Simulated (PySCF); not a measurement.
Dipole response of Sr⁺ (strontium, charge +1)

[Kr] 5s1, 2S determinant. Calculation: PySCF 2.14, in x2c-TZVPPall with one added diffuse shell each of s, p, d, f type (9s7p7d3f1g, 95 functions); the spin-free X2C one-electron Hamiltonian (Gaussian nucleus). Coupled (time-dependent) response in atomic units; α is the mean over directions.

```json
{"method": "LC-wPBE", "mean α (bohr³)": "124.3", "C₆ (like pair)": "1190", "S(−4)": "13580"}
```

S(−4) is the Cauchy moment in α(ω) = α(0) + S(−4) ω² + …

α(iu) at LC-wPBE:

```
u (hartree)  α(iu) (bohr³)
          0          124.3
     0.0500          97.88
      0.100          61.00
      0.200          26.91
      0.300          15.95
      0.500          8.849
      0.750          5.794
       1.00          4.229
       1.50          2.543
       2.00          1.677
       3.00         0.8706
       5.00         0.3549
```

For an ion, C₆ is the dispersion term alone; charge-induced terms of lower order in 1/R come first.
